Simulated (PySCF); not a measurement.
CH7FOSi3, SMILES F[SiH2][C@H]1O[SiH2][SiH2]1. The structure is a stationary point at PBE-D3(BJ)/def2-SVP. The structure was generated by enumeration; whether it is a known compound was not checked. The values are those of a single conformer.

### Question
Give the equilibrium geometry at PBE-D3(BJ)/def2-SVP (PySCF confirms it by a frequency run) as Cartesian coordinates in Å. (An estimate is asked for; the answer gives what the named calculation found.)

### Answer
Several could match; the one computed here: 
```xyz
13

F     -2.6903     1.0811     0.3819
Si    -1.7331     0.1806    -0.6085
C     -0.3041    -0.5475     0.3906
O      0.4924    -1.3019    -0.5909
Si     2.0758    -0.6270    -0.5123
Si     1.0031     0.7276     1.0695
H     -1.1609     1.0816    -1.6645
H     -2.5772    -0.8982    -1.2208
H     -0.6677    -1.2289     1.1932
H      2.5184    -0.0593    -1.8347
H      3.1028    -1.6376    -0.0724
H      1.3279     0.6114     2.5336
H      0.7132     2.1653     0.7315
```
Charge 0, spin multiplicity 1.
